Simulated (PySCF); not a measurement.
C₄H₅F, SMILES C([C@@H](F)C)#C. Coordinates come from a PBE-D3(BJ)/def2-SVP optimisation. The structure was generated by enumeration; whether it is a known compound was not checked.

Task: Give the equilibrium geometry at PBE-D3(BJ)/def2-SVP (PySCF confirms it by a frequency run) as Cartesian coordinates in Å. (The exact figures need the calculation; the answer reports its results.)

Result: 
```xyz
10

C      2.0871    -0.7260    -0.2829
C      0.9973    -0.2591     0.0120
C     -0.3151     0.2844     0.3790
C     -1.4278    -0.7558     0.2984
F     -0.6368     1.3579    -0.4595
H      3.0524    -1.1343    -0.5487
H     -0.2515     0.6919     1.4156
H     -1.5001    -1.1527    -0.7325
H     -1.2255    -1.5979     0.9886
H     -2.3933    -0.2891     0.5740
```
Charge 0, spin multiplicity 1.
